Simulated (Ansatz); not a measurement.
Cartesian coordinates in Å:
```
N 1.480 3.557 -0.143
C 1.020 2.500 -0.157
C 0.466 1.186 -0.128
C -0.189 0.721 -1.196
C -0.829 -0.624 -1.238
C -0.932 -1.264 0.139
C 0.364 -1.085 0.914
C 0.667 0.390 1.134
H -0.264 1.347 -2.080
H -0.251 -1.266 -1.917
H -1.818 -0.535 -1.700
H -1.183 -2.323 0.043
H -1.751 -0.794 0.695
H 0.315 -1.599 1.877
H 1.187 -1.542 0.353
H 1.694 0.527 1.484
H 0.024 0.803 1.920
```

Total charge 0; spin multiplicity 1.

**Question.** List the PBE/def2-TZVPP orbital energies in eV (the Gaussian-basis code of Ansatz). (Best estimate.)

**Answer.** Ansatz gave: Occupied: -380.17, -270.13, -269.70, -269.66, -269.50, -269.48, -269.27, -269.26, -22.44, -21.48, -19.37, -19.05, -16.15, -15.70, -14.01, -12.99, -11.70, -11.06, -10.96, -10.47, -10.00, -9.94, -8.71, -8.49, -8.33, -8.28, -8.06, -7.80, -6.43. Lowest empty: -1.98, -0.02, 0.00, 0.78, 0.97, 1.16, 1.55, 1.77.
